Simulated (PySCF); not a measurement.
One of the candidates below gave these computed data.

All candidates are C3H8OSi2.

* Polarisability: 91.0 au [CAM-B3LYP/def2-SVPD]
* 13C NMR: chemical shifts (computed TMS as zero) by class: 114.4 (1 C), 83.6 (1 C), 5.8 (1 C) ppm [GIAO PBE0/pcSseg-1]
* UV, strongest line: among the 10 lowest singlet transitions: S8 at 8.01 eV (155 nm, f = 0.625) [TDDFT CAM-B3LYP/def2-SVPD]
* UV, first state: lowest singlet excitation: 5.71 eV (217 nm, f = 0.000) [TDDFT CAM-B3LYP/def2-SVPD]
* Triplet: lowest triplet excitation (Tamm–Dancoff): 4.86 eV [TDA CAM-B3LYP/def2-SVPD]
* Rotational structure: rotational constants A, B, C: 3.415, 1.128, 0.870 GHz [PBE0-D3(BJ)/def2-SVP]

The electronic properties come from PySCF, for the isolated species, density fitting. Levels stand in brackets. Geometry: PBE0-D3(BJ)/def2-SVP, one conformer, isolated molecule. NMR values are class means; diastereotopic atoms form classes of their own.

**Question.** Which candidate is it?
A. `O=C[SiH]1C[SiH2]C1`
B. `CC#C[SiH2]O[SiH3]`
C. `CO[SiH2]C#C[SiH3]`

**Answer.** B. It is `CC#C[SiH2]O[SiH3]`. Numbering: `[CH3:1][C:2]#[C:3][SiH2:4][O:5][SiH3:6]`. Its formula, C3H8OSi2, gives 2 degrees of unsaturation: 0 rings and 2 π bonds in the structure found. 3 carbons fall into 3 classes; from least to most shielded: alkyne carbon [C2] (114.4 ppm), alkyne carbon [C3] (83.6 ppm), propargylic carbon [C1] (5.8 ppm). By its constants the optimised geometry is an asymmetric top.

The others, at the same levels:
- `O=C[SiH]1C[SiH2]C1` fails: it has 2 carbon classes against 3; its computed 13C shifts are 242.5 (1 C), -6.6 (2 C) ppm, rotational constant A is 4.723 GHz (against 3.415 GHz) and smallest rotational constant is 1.319 GHz (against 0.870 GHz).
- `CO[SiH2]C#C[SiH3]` fails: its computed lowest singlet excitation is 5.39 eV (230 nm, f = 0.000) (against 5.71 eV), static isotropic polarisability is 94.5 au (against 91.0 au) and rotational constant A is 5.252 GHz (against 3.415 GHz).

Each candidate is one conformer, not necessarily the lowest. The conformers computed, where there is a choice (atom-mapped SMILES and torsion angles):
- `[CH3:1][C:2]#[C:3][SiH2:4][O:5][SiH3:6]`: C3–Si4–O5–Si6 12°
- `[O:1]=[CH:2][SiH:3]1[CH2:4][SiH2:5][CH2:6]1`: O1–C2–Si3–C4 123°
- `[CH3:1][O:2][SiH2:3][C:4]#[C:5][SiH3:6]`: C1–O2–Si3–C4 -55°
